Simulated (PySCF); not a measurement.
PySCF job for Si(H)(F)(Br)(Me) (CH₄BrFSi), SMILES C[SiH](F)Br, PBE-D3(BJ)/def2-SVP. Geometry: PBE-D3(BJ)/def2-SVP.

```python
import numpy as np
from pyscf import gto, scf, dft, df
from pyscf.hessian import thermo

mol = gto.M(
    atom='''
    Si   -0.25561575   -0.90768877    0.36272389
    C    -2.11569260   -0.83924734    0.27700004
    F     0.30047027   -1.93916586   -0.78102197
    Br    0.59389596    1.11533385   -0.06197914
    H     0.28502531   -1.36815220    1.67943892
    H    -2.54717833   -1.84626765    0.45100635
    H    -2.51211475   -0.14683402    1.04647672
    H    -2.44354741   -0.47981162   -0.71858902
    ''',
    basis='def2-SVP',
    charge=0,
    spin=0,
    max_memory=1600,
    verbose=3,
)
mf = dft.RKS(mol, xc='pbe').density_fit(auxbasis='def2-universal-jkfit')
mf.disp = 'd3bj'
mf.grids.level = 3
mf.conv_tol = 1e-11
mf.max_cycle = 100
mf.kernel()

# [left out here: the lines that compute and print the analytic Hessian (its translational invariance restored by hand, since the grid's response is missing), thermochemistry and intensities]
```

Program output:

```
converged SCF energy = -3002.92305382797

WARN: DFTD3 does not support analytical Hessian, using finite difference


WARN: Mole.unit (angstrom) is changed to Bohr

Mode                                 0                   1                   2
Irrep
Freq [cm^-1]                      150.7487            167.2374            205.0271
Reduced mass [au]                   1.0312              3.3093             10.3648
Force const [Dyne/A]                0.0138              0.0545              0.2567
Char temp [K]                     216.8938            240.6174            294.9883
Normal mode                   x     y     z       x     y     z       x     y     z
       0  Si                 0.00 -0.00 -0.01    0.05 -0.04 -0.01    0.03 -0.00 -0.03
       1   C                 0.00 -0.02  0.00    0.06  0.17 -0.01    0.03 -0.06 -0.03
       2   F                -0.02  0.00 -0.02    0.03 -0.07 -0.00   -0.11 -0.14  0.02
       3  Br                 0.00  0.00  0.01   -0.04 -0.00  0.01    0.01  0.05  0.01
       4   H                 0.02  0.00 -0.01    0.06 -0.06 -0.03    0.08  0.04 -0.03
       5   H                -0.01  0.08  0.55   -0.12  0.25  0.01    0.10 -0.10 -0.09
       6   H                 0.02  0.41 -0.37    0.19  0.26 -0.03   -0.04 -0.11 -0.02
       7   H                -0.01 -0.56 -0.19    0.13  0.21 -0.01    0.03 -0.05 -0.03
Mode                                 3                   4                   5
Irrep
Freq [cm^-1]                      257.8395            417.9568            644.2318
Reduced mass [au]                   3.8111              8.1660              1.3473
Force const [Dyne/A]                0.1493              0.8405              0.3295
Char temp [K]                     370.9736            601.3468            926.9061
Normal mode                   x     y     z       x     y     z       x     y     z
       0  Si                -0.05 -0.00 -0.10    0.04  0.13 -0.06    0.02  0.02 -0.01
       1   C                -0.07  0.01  0.08    0.06  0.01 -0.00   -0.12 -0.02  0.05
       2   F                 0.09 -0.07  0.03   -0.02  0.00  0.03    0.03 -0.02 -0.01
       3  Br                 0.01  0.01  0.01   -0.02 -0.05  0.01    0.00 -0.01  0.00
       4   H                -0.12  0.04 -0.05    0.03  0.19 -0.04    0.56  0.26 -0.15
       5   H                -0.05  0.02  0.20    0.21 -0.05  0.03   -0.35  0.05 -0.15
       6   H                 0.13  0.01  0.18    0.01 -0.05  0.03   -0.28  0.08 -0.13
       7   H                -0.30  0.02  0.16   -0.06 -0.04  0.02    0.25  0.04 -0.06
Mode                                 6                   7                   8
Irrep
Freq [cm^-1]                      705.1151            743.6935            812.1494
Reduced mass [au]                   1.5346              1.8792              1.5288
Force const [Dyne/A]                0.4495              0.6124              0.5941
Char temp [K]                    1014.5037           1070.0094           1168.5021
Normal mode                   x     y     z       x     y     z       x     y     z
       0  Si                 0.06  0.01  0.02    0.09  0.01  0.03    0.03  0.00 -0.04
       1   C                -0.10  0.09  0.01   -0.11 -0.04 -0.08   -0.02 -0.06 -0.03
       2   F                 0.02 -0.03 -0.02   -0.02 -0.01 -0.03   -0.04  0.05  0.09
       3  Br                -0.00 -0.00 -0.00   -0.00 -0.00  0.00    0.00 -0.00 -0.00
       4   H                -0.12 -0.44 -0.06   -0.18  0.25  0.23    0.16 -0.63 -0.30
       5   H                 0.29 -0.10 -0.02   -0.28  0.07  0.12   -0.24  0.06  0.04
       6   H                -0.49 -0.11 -0.02    0.25  0.01  0.09    0.21  0.05  0.00
       7   H                -0.21 -0.15 -0.04   -0.42  0.09  0.08   -0.07  0.09  0.04
Mode                                 9                  10                  11
Irrep
Freq [cm^-1]                      850.0916            908.8854           1220.9420
Reduced mass [au]                   1.3933              3.0668              1.2740
Force const [Dyne/A]                0.5932              1.4927              1.1189
Char temp [K]                    1223.0926           1307.6837           1756.6637
Normal mode                   x     y     z       x     y     z       x     y     z
       0  Si                -0.01 -0.06 -0.00    0.06 -0.07 -0.08   -0.01  0.00  0.00
       1   C                -0.00  0.07 -0.07   -0.02  0.02  0.05    0.14 -0.00  0.00
       2   F                -0.01  0.04  0.04   -0.04  0.08  0.08    0.00 -0.00 -0.00
       3  Br                 0.00  0.00  0.00   -0.00  0.00  0.00    0.00  0.00 -0.00
       4   H                 0.55  0.25 -0.13   -0.32  0.24  0.19    0.02  0.01 -0.02
       5   H                 0.34 -0.05  0.12   -0.01 -0.01 -0.10   -0.45  0.22 -0.05
       6   H                 0.03 -0.12  0.11   -0.26  0.00 -0.06   -0.46 -0.12 -0.18
       7   H                -0.39 -0.08  0.01    0.12 -0.06 -0.03   -0.47 -0.05  0.18
Mode                                12                  13                  14
Irrep
Freq [cm^-1]                     1372.7571           1375.2664           2204.7846
Reduced mass [au]                   1.0470              1.0471              1.0426
Force const [Dyne/A]                1.1625              1.1668              2.9860
Char temp [K]                    1975.0918           1978.7022           3172.1942
Normal mode                   x     y     z       x     y     z       x     y     z
       0  Si                -0.00  0.00  0.01   -0.00  0.01 -0.00    0.01 -0.01  0.03
       1   C                -0.00  0.00  0.06    0.00  0.06 -0.00   -0.00 -0.00 -0.00
       2   F                -0.00  0.00 -0.00   -0.00 -0.00  0.00    0.00 -0.00  0.00
       3  Br                -0.00 -0.00 -0.00    0.00  0.00 -0.00    0.00 -0.00 -0.00
       4   H                 0.02 -0.01 -0.00   -0.00 -0.03 -0.01   -0.36  0.29 -0.86
       5   H                 0.07 -0.16 -0.68   -0.31  0.15 -0.15    0.00 -0.01  0.00
       6   H                 0.27  0.41 -0.18    0.17 -0.36  0.45    0.00  0.00  0.00
       7   H                -0.32 -0.28  0.05    0.11 -0.61 -0.27    0.01 -0.00  0.00
Mode                                15                  16                  17
Irrep
Freq [cm^-1]                     2980.4206           3084.0341           3091.8600
Reduced mass [au]                   1.0352              1.1026              1.1027
Force const [Dyne/A]                5.4180              6.1787              6.2106
Char temp [K]                    4288.1616           4437.2385           4448.4981
Normal mode                   x     y     z       x     y     z       x     y     z
       0  Si                 0.00 -0.00  0.00   -0.00 -0.00  0.00    0.00  0.00 -0.00
       1   C                -0.05 -0.00 -0.00   -0.00 -0.09 -0.00    0.00  0.00 -0.09
       2   F                -0.00  0.00  0.00   -0.00  0.00  0.00   -0.00  0.00  0.00
       3  Br                -0.00 -0.00 -0.00    0.00  0.00 -0.00   -0.00 -0.00  0.00
       4   H                -0.00  0.00 -0.00   -0.00  0.00 -0.00    0.00 -0.00  0.00
       5   H                 0.23  0.56 -0.10    0.29  0.65 -0.12   -0.06 -0.14  0.01
       6   H                 0.19 -0.35 -0.39   -0.20  0.34  0.39   -0.20  0.35  0.38
       7   H                 0.15 -0.17  0.48   -0.08  0.07 -0.24    0.23 -0.25  0.67
temperature 298.1500 [K]
pressure 101325.00 [Pa]
Rotational constants [GHz] 5.91227 1.95211 1.58899
Symmetry number 1
Zero-point energy (ZPE) 0.04828 [Eh]   126762.536 [J/mol]
                           tot       elec      trans        rot        vib
Entropy [J/mol/K]       332.037      0.000    170.644    114.069     47.325
Cv [J/mol/K]             81.111      0.000     12.472     12.472     56.168
Cp [J/mol/K]             89.426      0.000     20.786     12.472     56.168
Internal energy [J/mol]                      3718.434   3718.434 135020.455
Internal energy [Eh]   -3002.86879  -3002.92305
Enthalpy [J/mol]                             6197.391   3718.434 135020.455
Enthalpy [Eh]          -3002.86785
Gibbs free energy [J/mol]                  -44679.978 -30291.128 120910.444
Gibbs free energy [Eh] -3002.90556
mode   freq/cm-1   IR/(km/mol)
   1      150.75         0.020
   2      167.24         0.788
   3      205.03         3.667
   4      257.84         9.021
   5      417.96        55.362
   6      644.23         6.323
   7      705.12        27.715
   8      743.69        72.542
   9      812.15        44.124
  10      850.09       171.099
  11      908.89       165.429
  12     1220.94        29.917
  13     1372.76         6.544
  14     1375.27         2.325
  15     2204.78       107.707
  16     2980.42         0.144
  17     3084.03         0.707
  18     3091.86         0.075
max |gradient| / (hartree/bohr): 0.0001609432726436823
APT charges: [ 1.6309 -0.4028 -0.6073 -0.466  -0.2779  0.0308  0.0463  0.0461]
```

The run converged.
